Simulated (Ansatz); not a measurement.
Program: Ansatz. Geometries: PBE0-D4/def2-TZVP. ΔE: electronic, gas phase. CBS: MP2 limit from def2 TZ/QZ plus the TZ coupled-cluster correction, frozen cores. This one scheme is used for every species. Functionals use def2-TZVPP. B3LYP here is the variant with VWN-RPA as its local correlation; programs differ in this.

`BC(=C)Cl` + `[SiH3][SiH2]Cl` → `B[SiH]([SiH3])Cl` + `C=CCl`  (formal exchange of groups at a B–C bond)

| level | ΔE (kcal/mol) |
| --- | --- |
| r2SCAN-D4 | 9.4 |
| B3LYP-D4 | 10.3 |
| PBE-QIDH | 10.1 |
| CCSD/CBS(def2) | 10.1 |

Task: What does CCSD(T)/CBS give? (An estimate is asked.)

Result: Ansatz gave: +10.2 kcal/mol. The listed levels differ from it by -0.8, 0.1, -0.1, -0.1 kcal/mol.

Largest T1 diagnostic among the species: 0.012.

From BLYP to BHLYP (50 % exact exchange), in def2-TZVPP and without D4, ΔE moves by +1.1 kcal/mol. Leaving LDA and LC-ωPBE aside and taking each functional with its dispersion term where it has one, the values, not all of them listed here, spread over 2.6 kcal/mol, from PBE-D4 to B2PLYP. LDA lies +0.9 kcal/mol from PBE without D4.
